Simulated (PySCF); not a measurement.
UHF on Mo⁻ (molybdenum, charge -1), [Kr] 4d5 5s2, high-spin 6S determinant. Calculation: PySCF 2.14, in def2-TZVPPD with the def2 core potential (28 electrons); a scalar-relativistic core potential.

```
cycle= 1 E= -67.5362778747305  delta_E= -6.72e-12  |g|= 8.89e-07  |ddm|= 1.65e-05
converged SCF energy = -67.5362778747305  <S^2> = 8.8308766  2S+1 = 6.0268986
```

Highest occupied orbital energy: 0.729 eV; ⟨L²⟩ = 0.00; populations by l: s 4.00, p 6.00, d 5.00, f 0.00.

(1) Can this result be used?

Results:

(1) With care. The calculation finished and met its thresholds. Energies and moments cover only the electrons outside the core potential. ⟨S²⟩ = 8.83 against 8.75 shows spin contamination. At UHF the highest occupied level has a positive energy, so only the finite basis holds that electron.
